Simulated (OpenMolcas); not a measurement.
# Ir5+: moving or changing the point charges

Ir5+ among 6 point charges of -1.7 e arranged as a trigonal antiprism (D3d), 1.83 Å from the ion, with a polar angle of 61.3° against the regular 54.74°.
```
   0.0000    1.6052    0.8787  -1.70
  -1.3902   -0.8026    0.8787  -1.70
   1.3902   -0.8026    0.8787  -1.70
   0.0000   -1.6052   -0.8787  -1.70
   1.3902    0.8026   -0.8787  -1.70
  -1.3902    0.8026   -0.8787  -1.70
```

```
Program             : OpenMolcas 26.06
Method              : SS-CASPT2, IPEA 0.25 Eh, imaginary shift 0.1 Eh (closed shells correlated: 5s 5p)
Basis               : ANO-RCC-VDZP [7s6p4d2f]
Scalar Hamiltonian  : DKH2, point nucleus
Active space        : 4 electrons in 5 orbitals (5d)
State averaging     : 2S+1 = 5 even, 5 roots; 2S+1 = 3 even, 45 roots; 2S+1 = 1 even, 50 roots
Spin-orbit coupling : RASSI with atomic mean-field integrals over the reference wave functions
```

Runs around this geometry, states (labels of D3, the rotations of D3d). Energies in cm-1 above the lowest state or level, χT in cm3 K/mol.

```tsv
R (Å)	q (e)	Polar angle / regular	Ground state	First state of that spin	First gap with spin-orbit (degeneracies)	χT at 300 K	First state of another spin
1.83	-1.7	1.03	5E	5E 10420	5490 (1, 1)	0.064	3A2 10320
1.83	-0.85	1.12	5E	5E 5940	4470 (1, 1)	0.053	3A2 15700
1.67	-1.7	1.12	5E	5E 17530	5100 (1, 1)	0.090	3A2 1480
1.83	-1.7	1.12	5E	5E 11860	4140 (1, 1)	0.075	3A2 8900
1.98	-1.7	1.12	5E	5E 8530	4030 (1, 1)	0.064	3A2 13030
```

Taking the first state of the same spin as R^-n, n = -ln(8530 / 17530) / ln(1.98 / 1.67) = 4.2 between the shortest and longest distance.

Scaling the charges by -0.85 / -1.7 = 0.50 scales the first state of the same spin by 5940 / 11860 = 0.50; with fixed orbitals a first-order splitting would follow the charge.

Roots that are degenerate in the reference are averaged as groups; the widest CASPT2 spread within a group is 200 cm-1 (the 2-fold group of multiplicity 1 near 81100 cm-1 above the lowest state of its run, R = 1.83, q = -1.7, ratio = 1.03). Shifts and gaps below about the spread of the groups concerned are not significant. Point charges give a weaker field than real ligands, and real ions of this kind are as a rule low spin; the high spin found here belongs to the model. Free-ion shares, where given, are those of the reference states; single-state CASPT2 does not remix them. Spin-orbit coupling mixes the spin-free states strongly: the lowest level takes only 39 % from its leading state, 5E (figures for R = 1.83, q = -1.7, ratio = 1.03; the like holds for R = 1.83, q = -0.85, ratio = 1.12, R = 1.67, q = -1.7, ratio = 1.12, R = 1.83, q = -1.7, ratio = 1.12, R = 1.98, q = -1.7, ratio = 1.12). This shell can be high or low spin here, a state of another spin lies low, and with metal d orbitals alone active their balance is uncertain, so the ground spin may be wrong (holds for R = 1.83, q = -1.7, ratio = 1.03; R = 1.67, q = -1.7, ratio = 1.12; R = 1.83, q = -1.7, ratio = 1.12; R = 1.98, q = -1.7, ratio = 1.12). This is an electrostatic model: the charges have no orbitals. No measured value stands beside these numbers.
